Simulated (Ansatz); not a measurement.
CH8AlNSSi (`CS[SiH2][AlH][NH2]`). The species carries charge 0 and has multiplicity 1.

```xyz
13

C    -1.9373    0.5046   -0.5539
S    -1.1408    1.9544    0.1915
Si    0.9221    1.4705   -0.1764
Al    1.3890   -0.6001    1.0470
N     0.8679   -2.1176    0.2969
H    -3.0084    0.6082   -0.3815
H    -1.7559    0.4705   -1.6286
H    -1.5963   -0.4244   -0.0932
H     1.1620    1.4023   -1.6511
H     1.6629    2.6526    0.3455
H     1.9878   -0.6872    2.5132
H     0.5128   -2.2091   -0.6412
H     0.9340   -3.0246    0.7318
```

(1) Give the diagnostics of a CCSD(T)/def2-TZVPP run (frozen core, Ansatz 0.2.0). (Estimate.)

## Answers

(1) Ansatz gave: T1 = 0.0123, largest single amplitude 0.029, largest double 0.024, (T) share of the correlation energy 3.9 %, 10 CCSD cycles. The RHF solution is stable towards an unrestricted one. T1 lies under the customary mark of 0.02 for closed shells.
